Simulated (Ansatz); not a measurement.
CH6BNSi (`[SiH3]C1BN1`). The species carries charge 0 and has multiplicity 1.

Cartesian coordinates in Å:
```
Si -0.8518 0.9820 -0.6179
C 0.5596 -0.1956 -0.3125
B 1.0724 -0.5132 1.1393
N 0.3290 -1.4209 0.4943
H -1.8563 0.4309 -1.5738
H -1.5549 1.2599 0.6653
H -0.3342 2.2580 -1.1831
H 1.2583 -0.3257 -1.1428
H 1.6463 -0.2563 2.1404
H -0.2683 -2.2190 0.3909
```

Task: List the harmonic frequencies (cm⁻¹, unscaled) at PBE0-D4/def2-TZVP in Ansatz. (Best estimate.)

Result: Ansatz gave: 112, 178, 237, 271, 572, 641, 717, 772, 820, 900, 926, 943, 952, 970, 1000, 1124, 1279, 1505, 2195, 2211, 2219, 2758, 3066, 3693.

Task: Is this a minimum?

Result: Yes, all 24 modes are real.

Task: Give the ideal-gas thermochemistry at 298.15 K and 1 bar (rigid rotor, harmonic oscillator; point group C1, symmetry number 1).

Result: Zero-point energy 179.8 kJ/mol; H(298) − E = 198.0 kJ/mol; entropy 313.7 J/(mol·K), of which translation 162.0, rotation 104.0, vibration 47.6; G(298) − E = 104.5 kJ/mol.

Task: Rotational constants (cm⁻¹)?

Result: 0.5539, 0.1206, 0.1143.
